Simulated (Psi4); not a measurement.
C₂H₆Be, singlet, at a GFN2-xTB geometry (such geometries of metal compounds can be far from the true shape); CAM-B3LYP/6-31G** in Psi4.

The Psi4 input:
```
memory 2 GB

molecule mol {
0 1
Be    0.007439    0.001798   -0.020084
C     1.343258    0.169613   -1.098410
H     2.062860   -0.647992   -1.043150
H     1.939407    1.068895   -0.940478
H     1.058887    0.212014   -2.150435
C    -1.337441   -0.187255    1.043311
H    -1.907740   -1.101152    0.872912
H    -2.076415    0.611892    0.975924
H    -1.071648   -0.224685    2.100242
}

set {
  basis 6-31g**
  reference rks
}

energy('cam-b3lyp')
print_variables()
```

Question: Write the output that Psi4 gives for this input, abridged.

Answer: 
```
   => Loading Basis Set <=

    Name: 6-31G**
    Role: ORBITAL
    Keyword: BASIS

         ---------------------------------------------------------
                                   SCF
               by Justin Turney, Rob Parrish, Andy Simmonett
                          and Daniel G. A. Smith
                              RKS Reference
         ---------------------------------------------------------

  ==> Geometry <==

    Molecular point group: c1
    Full point group: C1

    Geometry (in Angstrom), charge = 0, multiplicity = 1:

       Center              X                  Y                   Z               Mass
    ------------   -----------------  -----------------  -----------------  -----------------
         BE           0.003797380494     0.008893962415     0.006250972450     9.012183065000
         C            1.339616380494     0.176708962415    -1.072075027550    12.000000000000
         H            2.059218380494    -0.640896037585    -1.016815027550     1.007825032230
         H            1.935765380494     1.075990962415    -0.914143027550     1.007825032230
         H            1.055245380494     0.219109962415    -2.124100027550     1.007825032230
         C           -1.341082619506    -0.180159037585     1.069645972450    12.000000000000
         H           -1.911381619506    -1.094056037585     0.899246972450     1.007825032230
         H           -2.080056619506     0.618987962415     1.002258972450     1.007825032230
         H           -1.075289619506    -0.217589037585     2.126576972450     1.007825032230

  Running in c1 symmetry.

  Rotational constants: A =      2.81202  B =      0.16387  C =      0.16387 [cm^-1]
  Rotational constants: A =  84302.18570  B =   4912.70041  C =   4912.64459 [MHz]
  Nuclear repulsion =   50.662070800038535

  Charge       = 0
  Multiplicity = 1
  Electrons    = 22
  Nalpha       = 11
  Nbeta        = 11

  ==> Algorithm <==

  SCF Algorithm Type is DF.
  DIIS enabled.
  MOM disabled.
  Fractional occupation disabled.
  Guess Type is SAD.
  Energy threshold   = 1.00e-06
  Density threshold  = 1.00e-06
  Integral threshold = 1.00e-12

  ==> Primary Basis <==

  Basis Set: 6-31G**
    Blend: 6-31G**
    Number of shells: 36
    Number of basis functions: 75
    Number of Cartesian functions: 75
    Spherical Harmonics?: false
    Max angular momentum: 2

  ==> DFT Potential <==

   => LibXC <=

    Version 7.1.2
[...]
   @DF-RKS iter   2:   -94.26879615180944   -7.74504e-02   8.93004e-03 DIIS/ADIIS
   @DF-RKS iter   3:   -94.50958369414118   -2.40788e-01   2.04936e-04 DIIS/ADIIS
   @DF-RKS iter   4:   -94.50977885422478   -1.95160e-04   5.54916e-05 DIIS
   @DF-RKS iter   5:   -94.50979201352065   -1.31593e-05   1.47816e-05 DIIS
   @DF-RKS iter   6:   -94.50979293461165   -9.21091e-07   1.09458e-06 DIIS
   @DF-RKS iter   7:   -94.50979294629614   -1.16845e-08   1.58200e-07 DIIS
  Energy and wave function converged.

  ==> Post-Iterations <==

   Electrons on quadrature grid:
      Ntotal   =   22.0000179862 ; deviation = 1.799e-05

    Orbital Energies [Eh]
    ---------------------

    Doubly Occupied:

[...]
    Virtual:

[...]
      75A      4.630019

    Final Occupation by Irrep:
              A
    DOCC [    11 ]
    NA   [    11 ]
    NB   [    11 ]

  @DF-RKS Final Energy:   -94.50979294629614

   => Energetics <=

    Nuclear Repulsion Energy =             50.6620708000385349
    One-Electron Energy =                -225.8113353186699896
    Two-Electron Energy =                  91.9502741287001584
    DFT Exchange-Correlation Energy =     -11.3108025563648287
    Empirical Dispersion Energy =           0.0000000000000000
    VV10 Nonlocal Energy =                  0.0000000000000000
    Total Energy =                        -94.5097929462961446

Computation Completed

Properties will be evaluated at   0.000000,   0.000000,   0.000000 [a0]

Properties computed using the SCF density matrix

 Multipole Moments:

 ------------------------------------------------------------------------------------
     Multipole            Electronic (a.u.)      Nuclear  (a.u.)        Total (a.u.)
 ------------------------------------------------------------------------------------

 L = 1.  Multiply by 2.5417464519 to convert [e a0] to [Debye]
 Dipole X            :          0.0208908           -0.0190988            0.0017921
 Dipole Y            :          0.0487849           -0.0445537            0.0042312
 Dipole Z            :          0.0342679           -0.0312667            0.0030013
 Magnitude           :                                                    0.0054884

 ------------------------------------------------------------------------------------

  Variable Map:
  ----------------------------------------------------------------------------
[...]
  Array Variable Map:
  ----------------------------------------------------------------------------
[...]
[...]
```
